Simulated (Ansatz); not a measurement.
Reactions of `FC(F)C[SiH3]`.

Computed with Ansatz on PBE0-D4/def2-TZVP structures; ΔE is electronic, products minus reactants. CCSD(T)/CBS is the MP2 limit (def2-TZVPP, def2-QZVPP) plus CCSD(T) − MP2 in def2-TZVPP, frozen cores. This one scheme is used for every species, atoms too. For atomizations the MP2-based limit and the directly extrapolated one differ by several kJ/mol either way, and by 10 to 25 for some Ge, Se and Sn compounds, so smaller differences from it don't rank the levels. DFT in def2-TZVPP. No spin–orbit coupling; open shells (•) take unrestricted orbitals. Spin–orbit coupling would lower the free atoms: a little for C, F, Si. For Br outer-core shells are correlated without core-valence functions, so the limit isn't a true one: a few kJ/mol of doubt a bond, and 10 to 20 or more in all where bonds break to atoms. Scalar relativity is left out up to krypton. Each species was taken in one conformer, which may not be the lowest.

```csv
reaction,revPBE-D4 (kJ/mol),r2SCAN-D4 (kJ/mol)
`FC(F)C[SiH3]` + HBr → `FC(F)CBr` + SiH₄,52,57
`FC(F)C[SiH3]` → `F[C]F` + `C[SiH3]`,242,259
`FC(F)C[SiH3]` → 2 C• + 2 F• + 6 H• + Si•,3926,3970
`FC(F)C[SiH3]` + `O[SiH2][SiH3]` → `O[SiH]([SiH3])[SiH3]` + `CC(F)F`,-23,-16
`FC(F)C[SiH3]` + H₂ → `CC(F)F` + SiH₄,-25,-29
```

(1) Give the CCSD(T)/CBS values in the same order. (Best estimate.)

Largest T1 diagnostic: 0.017, for `F[C]F`.

Answers

(1) The calculation gave: 55, 250, 3963, -11, -31 kJ/mol.
